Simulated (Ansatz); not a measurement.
## Match the barriers

Saddle point of BH$_{3}$BrO$_{2}$F, singlet (BH₂O₂F ([OH][B]([OH])[F]) + HBr → BH₂BrO₂ ([OH][B]([OH])[Br]) + HF; bonds formed: B1–Br6, F2–H5; bonds broken: B1–F2, H5–Br6), PBE0-D4/def2-TZVP structure:

```xyz
8
angstrom
B 0.0349 -0.0179 -0.2718
F 1.3116 0.5458 0.5330
O -0.1742 0.8366 -1.2923
O 0.0234 -1.3660 -0.3876
H 0.6591 0.7984 1.3229
Br -1.1240 0.5927 1.6451
H -0.7103 0.4557 -1.9915
H -0.0205 -1.8452 0.4420
```

Computed with Ansatz 0.2.0 (basis: def2-TZVPP, with def2-QZVPP for the basis limit); correlated methods freeze the cores. Filled d shells of the heavier atoms are correlated. The def2 sets are not built for correlating such inner shells, so the correlated values are less sure here. Extrapolation: Hartree–Fock as exp(−7.88 √X), correlation as X^−2.97. Four methods, as single points on the PBE0-D4 structures, gave these electronic barriers from the start structure: 1.342, 1.443, 1.697, 2.262 eV.

The methods were, in alphabetical order, CCSD(T), HF, PBE-D4, r2SCAN-D4. Which gave which? (A judgement: the text doesn't fix the answer.)

The calculation gives: PBE-D4 1.342; r2SCAN-D4 1.443; CCSD(T) 1.697; HF 2.262 eV. For comparison, CCSD(T) at an estimated basis limit (MP2 extrapolated from triple and quadruple zeta, plus CCSD(T) − MP2 in triple zeta) gives 1.672 eV.

No T1 diagnostic of these runs exceeds 0.011.

Labels in which every atom is bracketed show which atoms are joined, not bond orders.

For scale, one of the runs: CCSD(T)/def2-TZVPP, 214 basis functions, launched by `ansatz run in.yaml --threads 8 --pin off --events-out ev --progress --plain --max-ram 19148MiB`. The run took 93 s on 8 CPU threads of an Arm Neoverse V1 (shared host), with 3.5 GiB of host memory at its peak.
